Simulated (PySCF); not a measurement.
A homologous series of growing length: n-germane fluoro/fluoro. All species are isolated molecules in the gas phase. One relaxed conformer stands for each flexible species; it need not be the lowest. Strings in code marks are SMILES. All members: neutral, multiplicity 1. Level: PBE-D3(BJ)/def2-TZVP // PBE-D3(BJ)/def2-SVP (PySCF). Delta-SCF ions had no search for a lower state.  The ionisation energy is E(N − 1 electrons) − E(N electrons) at the parent's geometry.

```json
[
 {"species": "`[F][GeH2][GeH2][GeH2][GeH2][GeH2][F]`", "n (atoms other than H)": "7", "1/n": "0.1429", "vertical ionisation energy (Delta-SCF) (eV)": "8.76"},
 {"species": "`[F][GeH2][GeH2][GeH2][GeH2][F]`", "n (atoms other than H)": "6", "1/n": "0.1667", "vertical ionisation energy (Delta-SCF) (eV)": "9.15"},
 {"species": "`[F][GeH2][GeH2][GeH2][F]` (F–Ge–Ge–Ge torsion 178°, Ge–Ge–Ge–F torsion 178°)", "n (atoms other than H)": "5", "1/n": "0.2000", "vertical ionisation energy (Delta-SCF) (eV)": "withheld"},
 {"species": "`[F][GeH2][GeH2][F]` (F–Ge–Ge–F torsion 177°)", "n (atoms other than H)": "4", "1/n": "0.2500", "vertical ionisation energy (Delta-SCF) (eV)": "10.23"},
 {"species": "`[F][GeH2][F]`", "n (atoms other than H)": "3", "1/n": "0.3333", "vertical ionisation energy (Delta-SCF) (eV)": "12.02"}
]
```

Question: Fit vertical ionisation energy (Delta-SCF) = a + b·x to the 4 complete rows by least squares, with x = 1/n. Give a, b and the rms residual, and predict the withheld value.

Answer: Means of the 4 rows: x̄ = 0.22323, ȳ = 10.04 eV. Σ(x − x̄)² = 0.022481 and Σ(x − x̄)(y − ȳ) = 0.37616, so b = 16.732 and a = ȳ − b·x̄ = 6.305 eV. The rms residual is 0.152 eV. At x = 0.2 the line gives 9.65 eV. The run for `[F][GeH2][GeH2][GeH2][F]` (F–Ge–Ge–Ge torsion 178°, Ge–Ge–Ge–F torsion 178°) gave 9.68 eV, so the line is off by 0.03 eV, within twice the rms residual.

Codes: PySCF.
